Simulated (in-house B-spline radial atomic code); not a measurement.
A run on Ga⁻ that did not converge. Method: scalar-relativistic (X2C) wB97X, spin-polarised, spherical fractional occupations, exact exchange averaged over the configuration, Fermi nucleus of rms radius 3.9973 fm; computed with a B-spline radial code for spherical atoms.

Command:
```bash
python run_scf.py task.json out
```
Settings (nuclear radius in fm, mass in u):
```
Z                31
configuration    [Ar] 3d10 4s2 4p2
hamiltonian      x2c
method           wb97x
spin_polarised   True
nucleus          fermi
rms_radius       3.9973
atomic_mass      68.92557
speed_of_light   137.035999084
exact_exchange   averaged over the configuration
```

First and last ten iterations of the last attempt (damped for 15 steps, keeping 80 % of the old Fock matrix, then DIIS):
```
 iter        energy (Eh)    residual
    1       -1943.376937    3.64e-01
    2       -1943.820971    7.21e-02
    3       -1943.913872    4.81e-02
    4       -1943.941596    3.46e-02
    5       -1943.950491    2.53e-02
    6       -1943.953750    1.88e-02
    7       -1943.955137    1.41e-02
    8       -1943.955805    1.06e-02
    9       -1943.956154    8.01e-03
   10       -1943.956345    6.08e-03
  111       -1943.956613    7.33e-06
  112       -1943.956613    7.48e-06
  113       -1943.956613    7.05e-06
  114       -1943.956613    2.21e-06
  115       -1943.956613    9.88e-07
  116       -1943.956613    6.87e-07
  117       -1943.956613    6.85e-07
  118       -1943.956613    7.33e-07
  119       -1943.956613    6.40e-07
  120       -1943.956613    5.45e-07
 not converged after 120 iterations
```

The smallest residual met was 5.3e-07; the threshold is about 3e-07. Over the last five steps the energy moves by less than 1e-08 hartree, but the orbitals didn't meet the threshold. Cost of the run: 11 s on 1 thread of Intel(R) Xeon(R) 6975P-C, with other jobs on the host.
